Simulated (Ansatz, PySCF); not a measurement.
Zr(Me)(H)3 (CH₆Zr), SMILES [CH3][ZrH3], multiplicity 1. Atoms are numbered in the order given.

```xyz
8

Zr     0.0001     0.0000     0.2860
C      0.0002    -0.0001    -1.8996
H     -0.5459     0.8711    -2.2825
H     -0.4816    -0.9082    -2.2831
H      1.0272     0.0372    -2.2835
H     -0.9383     1.4984     0.8582
H     -0.8285    -1.5616     0.8587
H      1.7668     0.0632     0.8587
```

The structure is a stationary point at B3LYP-D3(BJ)/def2-TZVP. The spin state was assumed, not searched. The structure was generated by enumeration; whether it is a known compound was not checked. The def2 effective core potentials stand for the cores of Zr; spin–orbit coupling is left out.

Two levels are set side by side: PBE-D3(BJ)/def2-TZVP (Ansatz, a first-principles code) and B3LYP-D3(BJ)/def2-TZVP (Ansatz). Each level has its own optimised geometry; the coordinates shown are those of the second. Frequencies come from the Hessian of PySCF at each geometry. Differences are taken from unrounded values.

| quantity | B3LYP-D3(BJ) |
|---|---|
| mean bond length (Å) | 1.579 |
| bond Zr1–C2 (Å) | 2.186 |
| bond Zr1–H6 (Å) | 1.858 |
| bond Zr1–H7 (Å) | 1.858 |
| bond Zr1–H8 (Å) | 1.858 |
| bond C2–H3 (Å) | 1.097 |
| bond C2–H4 (Å) | 1.097 |
| bond C2–H5 (Å) | 1.097 |
| highest harmonic wavenumber (cm⁻¹) | 3058 |
| mean harmonic wavenumber (cm⁻¹) | 1224 |
| zero-point energy (kcal/mol) | 31.50 |

Task: What does PBE-D3(BJ) give, and how far is it from B3LYP-D3(BJ)? (Estimate from the structure and the level; the computed values follow.)

Result: 
```tsv
quantity	PBE-D3(BJ)	PBE-D3(BJ) minus B3LYP-D3(BJ)
mean bond length (Å)	1.583	0.004
bond Zr1–C2 (Å)	2.174	-0.012
bond Zr1–H6 (Å)	1.863	0.004
bond Zr1–H7 (Å)	1.863	0.004
bond Zr1–H8 (Å)	1.863	0.004
bond C2–H3 (Å)	1.105	0.008
bond C2–H4 (Å)	1.105	0.008
bond C2–H5 (Å)	1.105	0.008
highest harmonic wavenumber (cm⁻¹)	3011	-47
mean harmonic wavenumber (cm⁻¹)	1193	-31
zero-point energy (kcal/mol)	30.71	-0.80
```
